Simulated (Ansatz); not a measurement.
CH6GeOSi (`[OH][GeH]1[CH2][SiH2]1`). The species carries charge 0 and has multiplicity 1. The geometry is a stationary point of PBE0-D4/def2-TZVP. It is one conformer, not always the lowest.

```xyz
10

O     0.709   -1.516   -1.606
Ge   -0.421   -0.319   -0.917
C     0.549    1.070    0.114
Si   -0.462    0.058    1.354
H     0.461   -2.412   -1.368
H    -1.433    0.155   -1.966
H     1.628    0.933    0.148
H     0.276    2.109   -0.054
H    -1.607    0.733    2.012
H     0.299   -0.811    2.284
```

(1) What is the dipole moment at ωB97M-V/def2-TZVPP? (An estimate is asked.)

(2) And with PBE, r2SCAN, B3LYP? (Best estimate.)

(3) Give the Mulliken charges with ωB97M-V, r2SCAN, B3LYP in def2-TZVPP. (Estimate.)

Answers

(1) The calculation gave: 1.32 D, with components (-0.92, -0.21, 0.92) D in this frame, pointing from negative to positive charge.

(2) The calculation gave: PBE 1.01 D, r2SCAN 1.10 D, B3LYP 1.25 D.

(3) Ansatz gave: 
```json
{"atom": "O1", "ωB97M-V": "-0.42", "r2SCAN": "-0.44", "B3LYP": "-0.43"}
{"atom": "Ge2", "ωB97M-V": "0.32", "r2SCAN": "0.33", "B3LYP": "0.35"}
{"atom": "C3", "ωB97M-V": "-0.45", "r2SCAN": "-0.36", "B3LYP": "-0.39"}
{"atom": "Si4", "ωB97M-V": "0.10", "r2SCAN": "0.19", "B3LYP": "0.16"}
{"atom": "H5", "ωB97M-V": "0.17", "r2SCAN": "0.20", "B3LYP": "0.18"}
{"atom": "H6", "ωB97M-V": "0.02", "r2SCAN": "-0.01", "B3LYP": "0.00"}
{"atom": "H7", "ωB97M-V": "0.14", "r2SCAN": "0.11", "B3LYP": "0.12"}
{"atom": "H8", "ωB97M-V": "0.14", "r2SCAN": "0.11", "B3LYP": "0.12"}
{"atom": "H9", "ωB97M-V": "-0.01", "r2SCAN": "-0.06", "B3LYP": "-0.06"}
{"atom": "H10", "ωB97M-V": "-0.01", "r2SCAN": "-0.06", "B3LYP": "-0.05"}
```

B3LYP here is the variant with VWN-RPA as its local correlation; programs differ in this.
